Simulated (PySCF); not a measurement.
## `CSc1nn([SiH3])nc1C` in a uniform electric field

Compound: C4H9N3SSi.
Cartesian coordinates in Å at the PBE0-D3(BJ)/def2-SVP level; atoms count from 1:
```
atom  x, y, z in Å
C1    -2.8849   -1.1924    0.2454
S2    -2.3276    0.5136    0.4181
C3    -0.6215    0.2982    0.1264
N4    -0.0405   -0.8575   -0.1469
N5     1.2485   -0.5451   -0.3026
Si6    2.5340   -1.7499   -0.5997
N7     1.5276    0.7417   -0.1362
C8     0.3698    1.3206    0.1351
C9     0.2073    2.7748    0.3857
H10   -3.9715   -1.1791    0.4029
H11   -2.6557   -1.5744   -0.7583
H12   -2.4054   -1.8355    0.9955
H13    3.4112   -1.2234   -1.6778
H14    1.8388   -2.9967   -1.0062
H15    3.3181   -1.9551    0.6494
H16    1.1832    3.2747    0.3436
H17   -0.4569    3.2336   -0.3640
H18   -0.2424    2.9571    1.3744
```

Level: PBE0/def2-SVPD (PySCF); nuclei fixed, core orbitals frozen in the response. Permanent dipole (-0.163, -0.915, -0.072) D (1 au = 2.5417 D). Static polarisability (au):

```
x   144.10  -8.17 -10.03
y    -8.17 126.32   7.52
z   -10.03   7.52  84.41
```

Only the terms in μ and α are kept: μ(F) = μ + αF and ΔE = −μ·F − ½ F·αF.

(1) What do fields of 0.411 V/Å (0.008 au) along the six axis directions do?

(2) For the field (-0.0016, -0.0048, -0.0008) au, what is the induced dipole, and what angle does it make with the field?

(3) At what field along the permanent dipole would the induced dipole along it equal the permanent one, in this linear picture?

(4) What field makes μF equal to kT at 100 K?

(5) Induction energy −ᾱe²/2R⁴ of a unit charge at 12 Å, the molecule taken as a point?

## Answers

(1) 
```json
{"field along": "+x", "induced x (D)": "2.930", "induced y (D)": "-0.166", "induced z (D)": "-0.204", "total size (D)": "2.984", "−μ·F (kJ/mol)": "+1.347", "−½F·αF (kJ/mol)": "-12.107"}
{"field along": "−x", "induced x (D)": "-2.930", "induced y (D)": "0.166", "induced z (D)": "0.204", "total size (D)": "3.185", "−μ·F (kJ/mol)": "-1.347", "−½F·αF (kJ/mol)": "-12.107"}
{"field along": "+y", "induced x (D)": "-0.166", "induced y (D)": "2.569", "induced z (D)": "0.153", "total size (D)": "1.688", "−μ·F (kJ/mol)": "+7.561", "−½F·αF (kJ/mol)": "-10.613"}
{"field along": "−y", "induced x (D)": "0.166", "induced y (D)": "-2.569", "induced z (D)": "-0.153", "total size (D)": "3.491", "−μ·F (kJ/mol)": "-7.561", "−½F·αF (kJ/mol)": "-10.613"}
{"field along": "+z", "induced x (D)": "-0.204", "induced y (D)": "0.153", "induced z (D)": "1.716", "total size (D)": "1.849", "−μ·F (kJ/mol)": "+0.595", "−½F·αF (kJ/mol)": "-7.092"}
{"field along": "−z", "induced x (D)": "0.204", "induced y (D)": "-0.153", "induced z (D)": "-1.716", "total size (D)": "2.083", "−μ·F (kJ/mol)": "-0.595", "−½F·αF (kJ/mol)": "-7.092"}
```

(2) αF = (-0.466, -1.523, -0.223) D, at 1.7° to the field. The polarisability along this direction, F·αF/F², is 123.47 au, against a mean of 118.27 au.

(3) The polarisability along the dipole is 124.68 au, so F = 0.3668 au / 124.68 au = 0.0029 au = 0.15 V/Å; higher-order terms are ignored.

(4) kT = 0.3167 × 10⁻³ Eh, so F = 0.000863 au = 4.44 MV/cm.

(5) R = 22.68 bohr, so the energy is −118.3/(2 × 22.68⁴) Eh = -0.587 kJ/mol. The charge–dipole term at its most favourable orientation, −μe/R², is -1.87 kJ/mol.

Geometry: PBE0-D3(BJ)/def2-SVP, one conformer, isolated molecule.

The run behind these numbers computed excited states and ΔSCF ions as well. Time: 87 s wall; peak memory 1.1 GiB. Hardware: one thread, Intel Xeon 6975P-C (x86_64), shared host.
